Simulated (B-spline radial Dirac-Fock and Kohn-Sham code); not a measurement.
## EELS cross sections of the Lu N2 (4p1/2) edge

System: the free lutetium atom in the configuration [Xe] 4f14 5d1 6s2. Method: the first Born approximation with generalised oscillator strengths from a Dirac-Hartree-Slater potential (longitudinal and transverse terms; continuum final states only, so no white lines or fine structure). Computed with a radial finite-basis atomic code. The edge is taken at 412.4 eV (tabulated value).

Partial cross sections σ(β, Δ) in barn, integrated over a window Δ above the edge and up to the collection semi-angle β, for parallel illumination:

```csv
E₀ (kV),β (mrad),Δ = 25 eV,Δ = 50 eV,Δ = 100 eV,Δ = 200 eV,Δ = 300 eV
60,10,89.9,169,301,499,637
60,100,392,767,1370,2300,3090
80,10,88.2,166,298,499,643
80,100,?,?,?,?,?
100,5,49.5,92.8,165,272,344
100,20,132,248,444,753,991
100,100,283,557,1010,1710,2300
120,5,50.7,95.3,170,283,360
120,10,83.7,158,285,483,629
120,20,126,238,424,720,949
200,10,78.3,148,268,458,603
200,50,179,348,624,1060,1420
200,100,189,372,674,1150,1560
300,50,154,302,545,929,1260
```

Q: Give the row for 80 kV and 100 mrad.

A: 327 b for 25 eV, 642 b for 50 eV, 1150 b for 100 eV, 1950 b for 200 eV, 2630 b for 300 eV.
